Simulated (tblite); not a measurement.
A geometry optimisation, step by step.

ClH8PSi3.
Bonds: Si1–P2, P2–Si3, P2–Si4, Si4–Cl5. Hydrogens: H6, H7, H8 on Si1; H9, H10, H11 on Si3; H12, H13 on Si4.

Computed with GFN2-xTB (tblite), gas phase: L-BFGS steps from a force-field or distance-geometry start until the largest atomic force falls under 0.01 eV/Å. 5 of its 151 geometries are shown.

Step 0: E = -445.9189 eV, largest atomic force 1.213 eV/Å
```
atom  x, y, z in Å  |  force x, y, z in eV/Å
Si1    -1.534   -1.485   -0.106   -0.476  -0.563  -0.359
P2     -0.072   -0.036    0.633    0.154  -0.046   1.014
Si3    -0.540    2.032    0.110   -0.765   0.822  -0.317
Si4     1.990   -0.607    0.177    1.135  -0.132  -0.407
Cl5     2.981    0.787   -1.018   -0.450  -0.586   0.513
H6     -2.920   -1.062    0.183    0.369   0.122  -0.079
H7     -1.318   -1.681   -1.550   -0.127  -0.063   0.122
H8     -1.312   -2.736    0.643    0.098   0.188  -0.132
H9     -1.885    1.996   -0.522    0.282  -0.031   0.103
H10    -0.689    2.862    1.332    0.221  -0.309  -0.230
H11     0.406    2.600   -0.846    0.070  -0.019   0.083
H12     2.099   -1.932   -0.484   -0.165   0.379   0.029
H13     2.789   -0.739    1.430   -0.346   0.235  -0.340
```

Step 38: E = -446.1734 eV, largest atomic force 0.050 eV/Å
```
atom  x, y, z in Å  |  force x, y, z in eV/Å
Si1    -1.424   -1.428   -0.099    0.012   0.014  -0.011
P2     -0.075   -0.020    0.976   -0.025   0.002  -0.011
Si3    -0.592    1.977    0.105   -0.014  -0.047   0.011
Si4     1.935   -0.614    0.221    0.000   0.008  -0.014
Cl5     2.783    0.717   -1.031    0.001  -0.013   0.012
H6     -2.788   -0.950    0.117    0.014   0.002   0.018
H7     -1.150   -1.501   -1.536    0.002   0.000  -0.023
H8     -1.211   -2.740    0.508    0.006   0.007   0.004
H9     -1.907    1.865   -0.525   -0.018   0.004   0.013
H10    -0.625    2.892    1.242    0.004   0.016   0.016
H11     0.393    2.406   -0.880    0.018   0.018  -0.030
H12     1.856   -1.878   -0.508   -0.002  -0.015   0.012
H13     2.803   -0.724    1.389    0.002   0.005   0.003
```

Step 75: E = -446.2238 eV, largest atomic force 0.106 eV/Å
```
atom  x, y, z in Å  |  force x, y, z in eV/Å
Si1    -1.402   -1.407   -0.317   -0.015   0.016   0.001
P2     -0.192   -0.086    1.002   -0.016   0.020   0.001
Si3    -0.575    1.937    0.142   -0.061   0.079   0.005
Si4     1.894   -0.594    0.421   -0.013  -0.050   0.011
Cl5     2.588    0.429   -1.170    0.000  -0.030   0.017
H6     -2.797   -1.195    0.071    0.048  -0.017  -0.012
H7     -1.227   -1.108   -1.740   -0.003  -0.006  -0.021
H8     -0.956   -2.772   -0.040   -0.026   0.008   0.000
H9     -2.034    2.096    0.163    0.106   0.003   0.002
H10     0.093    2.903    1.019   -0.033  -0.079  -0.039
H11    -0.073    2.073   -1.229   -0.038  -0.011   0.046
H12     1.950   -2.018    0.087    0.029   0.077   0.035
H13     2.727   -0.259    1.573    0.021  -0.009  -0.046
```

Step 112: E = -446.2441 eV, largest atomic force 0.052 eV/Å
```
atom  x, y, z in Å  |  force x, y, z in eV/Å
Si1    -1.364   -1.410   -0.495   -0.001   0.020   0.035
P2     -0.290   -0.144    0.993   -0.023  -0.007   0.000
Si3    -0.577    1.931    0.228   -0.017  -0.017   0.021
Si4     1.839   -0.562    0.527    0.040  -0.027   0.016
Cl5     2.403   -0.080   -1.346   -0.013   0.016  -0.017
H6     -2.780   -1.345   -0.141    0.021   0.008  -0.001
H7     -1.168   -0.945   -1.869    0.007  -0.001  -0.023
H8     -0.829   -2.762   -0.342   -0.012  -0.008  -0.002
H9     -1.884    2.352    0.719   -0.052   0.003  -0.004
H10     0.483    2.753    0.806    0.028  -0.007  -0.010
H11    -0.541    1.985   -1.234    0.023   0.019  -0.012
H12     2.054   -1.998    0.685    0.008   0.023   0.020
H13     2.650    0.225    1.453   -0.009  -0.021  -0.023
```

Step 150: E = -446.2549 eV, largest atomic force 0.009 eV/Å
```
atom  x, y, z in Å  |  force x, y, z in eV/Å
Si1    -1.370   -1.400   -0.467   -0.005   0.002  -0.002
P2     -0.243   -0.172    1.012   -0.004   0.002   0.001
Si3    -0.587    1.906    0.284    0.001   0.004   0.002
Si4     1.874   -0.551    0.454    0.009   0.001   0.001
Cl5     2.292   -0.187   -1.484   -0.003  -0.001   0.006
H6     -2.782   -1.098   -0.243    0.001  -0.001  -0.002
H7     -1.005   -1.096   -1.853   -0.002  -0.001   0.003
H8     -1.060   -2.795   -0.162    0.003   0.002   0.001
H9     -1.998    2.193    0.528    0.005  -0.008   0.000
H10     0.285    2.767    1.082   -0.002  -0.004  -0.003
H11    -0.282    2.062   -1.140    0.001   0.004  -0.001
H12     2.158   -1.959    0.710    0.000   0.002  -0.001
H13     2.713    0.331    1.260   -0.003  -0.002  -0.004
```

Q: Summarise the path.

A: The energy falls by 7.75 kcal/mol from step 0 to step 150; nine tenths of that is first reached at step 74. It rises by more than 0.2 meV at steps 61 and 64. The largest force goes from 1.213 to 0.009 eV/Å. Among the bonds Si4–Cl5 changes most, from 2.087 to 2.016 Å; the atoms move by 0.842 Å rms after alignment.

The cost below is that of the whole relaxation. Time: 4.6 s wall. Hardware: Intel Xeon at 2.50 GHz, one thread, shared host with 64 logical CPUs at a one-minute load of 59.
